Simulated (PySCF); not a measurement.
Compound: C3H8O3SSi2.
Numbering: `[O:1]=[CH:2][C@@H:3]1[CH2:4][Si@H:5]1[S:6][SiH:7]([OH:8])[OH:9]`

NICS is the negative of the GIAO shielding at a point without a nucleus: at the ring centre (0) and 1 Å above and below it (1); zz is the component along the ring normal. Level: GIAO PBE0/pcSseg-1 (PySCF, non-relativistic, gas phase) on the GFN2-xTB geometry, one conformer.

Ring bond lengths (Å), with Mayer bond orders in brackets: C3–C4 1.515 (0.89), C4–Si5 1.880 (0.92), Si5–C3 1.980 (0.68).

Q: What do the NICS probes read (ppm)?

A: 
| ring | type | NICS(0) | NICS(1), two faces | NICS(1)zz, two faces | rms pucker (Å) | centre to ring atoms, mean (Å) |
| --- | --- | --- | --- | --- | --- | --- |
| C3–C4–Si5 | 3-membered ring with Si; formal bonds all single | -26.8 | -6.9 / -8.2 | -12.7 / -16.5 | 0.00 | 1.04 |

Q: What can be read from them?

A: 
- C3–C4–Si5: mean NICS(1)zz -14.6 ppm, shielded. C3, C4, Si5 have four or more neighbours, so the value isn't read as a sign of a π ring current. The two faces differ by 3.8 ppm, so no symmetry operation interchanges them. NICS(0) lies 19 ppm below the mean NICS(1).

Q: What is the mean of the two in-plane components of NICS at the second NICS(1) probe listed for ring C3–C4–Si5, 1 Å off the ring?

A: The isotropic value is a third of the trace: (3 × -8.2 − (-16.5))/2 = -4.0 ppm.

Q: What are the shieldings of the ring atoms and their hydrogens in the same run (means over atoms taken as equivalent)?

A: 
```tsv
atoms	environment	σ isotropic (ppm)
C3	sp3 carbon bound to silicon	142.5
C4	sp3 carbon bound to silicon	169.9
Si5	SiH silicon	437.9
H on C3	methine hydrogen	28.46
H on C4	methylene hydrogen	30.18
H on C4	methylene hydrogen	29.71
H on Si5	Si–H hydrogen	27.60
```
